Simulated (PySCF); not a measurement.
## Co: ionisation energy

Co [Ar] 3d7 4s2 (4F) → Co⁺ [Ar] 3d8 (3F), as a difference of total energies. Computed with PySCF 2.14 in aug-cc-pVDZ (7s6p4d2f, 59 functions), with no relativity, point nucleus. Correlated levels: valence: [Ar] frozen. The calculations carry no spin-orbit coupling.

| method | ionisation energy (eV) | difference from reference (eV) |
| --- | --- | --- |
| UHF | 7.830 | -0.039 |
| LDA | 7.568 | -0.301 |
| PBE | 7.407 | -0.462 |
| PBE0 | 7.474 | -0.395 |
| r2SCAN | 7.470 | -0.399 |
| B3LYP | 7.736 | -0.133 |
| B2PLYP | 7.521 | -0.348 |
| PBEsol | 7.328 | -0.541 |
| MN15 | 6.925 | -0.944 |
| MP2 (valence) | 7.052 | -0.817 |
| SCS-MP2 (valence) | 7.132 | -0.737 |

Reference: 7.869 eV (measured; NIST levels, between the centres of gravity of the two terms).

These non-relativistic numbers lack the scalar-relativistic shift.

Errors of the correlated levels include the incompleteness of this basis and the frozen core.

MP2 underrates the near-degeneracy of ns² with np² in the lower species.
